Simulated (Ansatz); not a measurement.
[VS4]3- (VS₄³⁻). The state is a singlet with charge -3. Geometry r2SCAN-D4/def2-SVPD; atoms count from 1.

Cartesian coordinates in Å:
```
V 0.0001 -0.0004 0.0001
S -0.7867 1.6254 1.2540
S -0.7263 -1.9313 0.7606
S 2.1980 0.0301 0.0560
S -0.6852 0.2762 -2.0708
```

A multiply charged anion in the gas phase is held together partly by the finite basis. The restricted singlet is unstable towards broken spin symmetry in Hartree–Fock (as tested in another run); at PBE0-D4/def2-TZVPD this wasn't settled. The highest occupied level of the charge -3 singlet lies above zero (up to 6.09 eV). The electron is either unbound and held by the finite basis, or the level is raised by self-interaction error.

(1) Estimate the Mulliken populations from the PBE0/def2-TZVPD orbitals of Ansatz.

(2) And the Mayer bond orders between heavy atoms (over 0.3)?

Results:

(1) 
```json
{"atom": "V1", "charge (e)": "0.52", "d electrons": "3.22"}
{"atom": "S2", "charge (e)": "-0.88", "d electrons": "–"}
{"atom": "S3", "charge (e)": "-0.88", "d electrons": "–"}
{"atom": "S4", "charge (e)": "-0.88", "d electrons": "–"}
{"atom": "S5", "charge (e)": "-0.88", "d electrons": "–"}
```
Mulliken values depend strongly on the basis. With diffuse functions, as here, like atoms can get unlike values, and bond orders can come out too low or too high.

(2) V1–S2 1.57 (2.20 Å); V1–S3 1.57 (2.20 Å); V1–S4 1.57 (2.20 Å); V1–S5 1.57 (2.20 Å).
